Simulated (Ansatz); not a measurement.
`C[SiH](O)F` + Cl• → `C[SiH]([O])F`• + HCl  (hydrogen abstraction from the O–H bond)

Isolated molecules relaxed with PBE0-D4/def2-TZVP in Ansatz; ΔE leaves out vibrations. CCSD(T)/CBS is the MP2 limit (def2-TZVPP, def2-QZVPP) plus CCSD(T) − MP2 in def2-TZVPP, frozen cores. This one scheme is used for every species, atoms too. DFT in def2-TZVPP. Open shells (•) are unrestricted, without spin–orbit coupling. Spin–orbit coupling would lower the free atoms: a little for Cl. One conformer a species, not always the lowest.

`C[SiH](O)F`:

Cartesian coordinates in Å:
```
C -1.131 -0.008 0.234
Si 0.571 -0.241 -0.453
O 1.620 0.918 0.022
F 1.088 -1.673 0.041
H -1.797 -0.801 -0.113
H -1.547 0.951 -0.084
H -1.126 -0.032 1.327
H 0.622 -0.233 -1.929
H 1.701 1.118 0.955
```

`C[SiH]([O])F`•:

Cartesian coordinates in Å:
```
C -0.429 0.208 -0.873
Si 0.398 -0.157 0.746
O 0.123 -1.741 1.101
F -0.178 0.841 1.848
H -1.496 -0.011 -0.814
H 0.011 -0.391 -1.671
H -0.305 1.268 -1.108
H 1.876 -0.018 0.770
```

HCl:

```xyz
2

Cl   -0.083   -0.531    0.346
H     0.083    0.531   -0.346
```

| level | ΔE (kcal/mol) |
| --- | --- |
| PBE-D4 | 13.1 |
| PBE0-D4 | 16.1 |
| r2SCAN0-D4 | 15.7 |
| revPBE | 12.3 |
| BLYP | 13.4 |
| PBE0 | 15.9 |
| r2SCAN0 | 15.6 |
| MP2/CBS(def2) | 25.1 |

(1) What does CCSD(T)/CBS give? (Estimate.)

Largest T1 diagnostic among the species: 0.017.

Results:

(1) Ansatz gave: +20.4 kcal/mol. The listed levels differ from it by -7.3, -4.3, -4.7, -8.1, -7.0, -4.5, -4.8, 4.7 kcal/mol.

From BLYP to BHLYP (50 % exact exchange), in def2-TZVPP and without D4, ΔE moves by +3.9 kcal/mol. Leaving LDA and LC-ωPBE aside and taking each functional with its dispersion term where it has one, the values, not all of them listed here, spread over 6.8 kcal/mol, from B97M-V to PBE-QIDH. LDA lies +1.3 kcal/mol from PBE without D4.

CCSD(T)/CBS has its own doubt, a few kJ/mol and more with outer-core shells, so smaller differences from it don't rank the levels.
